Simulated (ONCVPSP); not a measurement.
**Sn (Z = 50), ONCV: configuration errors across variants**

* Element: Sn
* Generator: ONCVPSP 4.0.1
* Type: optimised norm-conserving Vanderbilt (ONCV)
* Functional: LDA (Perdew-Wang 92)
* Relativity: scalar-relativistic
* Frozen core: [Ar] 3d10
* Valence charge: 22
* Reference configuration: 4s2 4p6 4d10 5s2 5p1 (charge +1)
* Partial waves: 4s+5s: rc 1.55 bohr, ncon 4, nbas 7, qcut 8.4 1/bohr, 2 projectors; 4p+5p: rc 1.75 bohr, ncon 5, nbas 9, qcut 9 1/bohr, 2 projectors; 4d: rc 1.55 bohr, ncon 4, nbas 9, qcut 9.4 1/bohr, local
* Local potential: the d channel
* Core correction: none

All-electron excitation energies from the reference (eV): (1) 4s2 4p6 4d10 5s2 5p2 -7.092; (2) 4s2 4p6 4d10 5s2 5p0 14.258; (3) 4s2 4p6 4d10 5s1 5p0 45.705; (4) 4s2 4p6 4d10 5s0 5p0 87.260.

A true bound ghost makes a file unfit for plane-wave use even where its test errors are small: the radial tests pick states by their node count and pass the ghost by.

Errors AE − PS in meV (a dash: test not solved or not reliable):

```tsv
change	(1)	(2)	(3)	(4)	bound ghosts	GHOST(+) flags above zero
base	+1.4	-3.7	-14	-36	p	s
p: qcut 5.6	+1.6	-3.5	-13	-34	none	s
p: qcut 6.1	+1.6	-3.5	-13	-34	none	s
p: qcut 7.1	+2.1	-3.3	-12	-32	none	s
p: qcut 7.9	+1.3	-3.7	-14	-36	p	s
p: qcut 8.7	+1.4	-3.7	-14	-36	p	s
p: qcut 10.1	+1.4	-3.7	-14	-36	p	s
p: qcut 10.9	+1.3	-3.6	-14	-36	p	s
p: qcut 11.8	-4.5	-6.0	-22	-50	p	s
p: qcut 13.6	+2.0	-3.3	-13	-33	none	s
```

Give the same row for: p: qcut 12.7.

+3.6, -2.5, -9.3, -26; bound ghosts: none; GHOST(+) flags above zero: s, p.
